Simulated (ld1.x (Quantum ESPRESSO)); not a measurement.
**What one change does to a pseudopotential (rubidium (Rb), RRKJ)**

ld1.x (Quantum ESPRESSO) 7.5 input, shortened:

```
&input
   title='Rb', zed=37., rel=2, dft='PBE', iswitch=3,
   config='[Kr] 4d-2 5s1 5p0', rel_dist='average'
 /
 &inputp
   pseudotype=2, tm=.false., rho0=0.005, lloc=2,
   nlcc=.false.
 /
3
4S  1  0   2.00   0.00  1.90  1.90  0.0
4P  2  1   6.00   0.00  2.45  2.45  0.0
4D  3  2  -2.00   0.30  2.60  2.60  0.0
 &test
   configts(1)='4s2 4p6 5s1 5p0'
 /
```

Open shells are filled in proportion to 2j + 1 (rel_dist='average').

Occupied shells without a wave of their own: 5s. They enter only through the test configuration that unscreens the potential.

Change: core correction a·sin(br)/r model core inside 1.56 bohr (5s counted twice).

Cutoffs: the cutoffs (Ry, on a coarse ladder) from which the occupation-weighted sum of valence levels, in a spherical-Bessel basis at the reference potential, stays within 10 and 1 mRy of its value at 400 Ry; they do not see the model core or the augmentation charge, which bear on the density cutoff. Errors are all-electron minus pseudo energies relative to the spin-unpolarised reference configuration.

Question: What does the change do?

Answer: The potential gets neither clearly harder nor softer (30 Ry and 35 Ry → 30 Ry and 35 Ry); of the 5 tests that both files solve, the error grows in 3 and shrinks in 1 by more than 15 % and 0.3 meV (median size 18.3 → 17.5 meV); neither file shows a bound ghost. In the changed file ld1.x takes every shell without a wave as core, so the model core holds the 5s electrons as well and exchange and correlation see them twice. This cancels in the reference configuration, but the file is broken for other ones, and its errors say nothing about a proper core correction. A model core, the more so a compact one, raises the density cutoff, which this test does not measure.

```tsv
quantity	base	changed
cutoff, loose	30 Ry	30 Ry
cutoff, tight	35 Ry	35 Ry
bound ghosts	none	none
error for 4s2 4p6 5s0 5p0, meV [ΔE 4.15 eV]	+47	-97
error for 4s2 4p6 5s0.5 5p0, meV [ΔE 1.58 eV]	+18	-17
error for 4s2 4p6 5s0 5p1, meV [ΔE 1.52 eV]	+29	-3.8
error for 4s2 4p5 5s1 5p0, meV [ΔE 21.15 eV]	-15	-34
error for 4s1 4p6 5s1 5p0, meV [ΔE 37.73 eV]	+9.8	-14
s: phases at 2.84 bohr within 0.05 rad from the reference energy up to (Ry; the scan ends near 5)	0.4	0.4
p1/2: phases at 2.84 bohr within 0.05 rad from the reference energy up to (Ry; the scan ends near 5)	to the end of the scan	to the end of the scan
p3/2: phases at 2.84 bohr within 0.05 rad from the reference energy up to (Ry; the scan ends near 5)	to the end of the scan	to the end of the scan
d3/2: phases at 2.84 bohr within 0.05 rad from the reference energy up to (Ry; the scan ends near 5)	3.0	3.0
d5/2: phases at 2.84 bohr within 0.05 rad from the reference energy up to (Ry; the scan ends near 5)	3.1	3.1
```
